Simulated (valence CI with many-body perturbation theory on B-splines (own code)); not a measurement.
## Kr XV: what the settings do

Computed by configuration interaction combined with many-body perturbation theory (CI+MBPT): four valence electrons over a frozen Dirac-Fock core [Ar], radial functions for each j: 6 s, 6 p, 5 d, 5 f, 1 g, with the one-electron correlation potential Σ1, the two-electron term Σ2, the three-electron term Σ3, Breit, model QED; selected CI, second order for the rest, scaled by the run's own slope (own B-spline code, finite nucleus).

No measured levels were compared; by estimate terms of the open shell hold to 2 to 4 % of their energy, and close levels can change places. Only levels of the ground parity were solved; by the run's estimate the other parity begins above the list, which can be wrong where configurations are misplaced.

The reference run has the lowest level 3d⁴ ⁵D_0 and an ionisation energy of 491.156 eV. Its largest variational space holds 7936 state functions.

Names give the largest LS component (configuration and term), which can be under half, so a name can repeat, a term be missing and a line seem to break the LS rules; names also repeat where a configuration has a term twice.

Changed runs:
A. selection threshold (hartree) 2e-08 → 2e-07
B. size limit of the variational space 10000 → 6000
C. orbitals per symmetry with explicit Σ2 and valence Breit (the others get mean screening factors) 5 → 2; selection threshold (hartree) 2e-08 → 1e-06
D. closed core [Ar] → [Ar] 3d1 (bad on purpose)

Excitation energies of the reference run in cm⁻¹, and shifts in cm⁻¹:

```
                 Level  Reference         A         B       C
              3d⁴ ⁵D_1       2409      -0.6      -0.3     +36
              3d⁴ ⁵D_2       5959      -0.6      -0.2     +41
              3d⁴ ⁵D_3       9996      -0.6      -0.1     +52
              3d⁴ ⁵D_4      14220      -0.6         0     +68
              3d⁴ ³P_0      50348      -0.2      +0.4    +288
              3d⁴ ³H_4      55523      -2.0      -0.1    +811
              3d⁴ ³P_1      61048      -2.1         0    +361
              3d⁴ ³H_5      61056      -2.4      +0.2    +863
              3d⁴ ³F_3      63960      -2.4         0    +579
              3d⁴ ³H_6      64524      -1.4         0    +925
              3d⁴ ³F_2      65520      -1.9      -0.1    +539
              3d⁴ ³F_4      68130      -2.0      +0.1    +635
Ionisation energy (eV)    491.156  +2.5e-05  -3.5e-05  +0.268
```

Run D: It gave no result: the perturbation theory needs a core of closed shells. The program said: "the core must hold closed shells only".
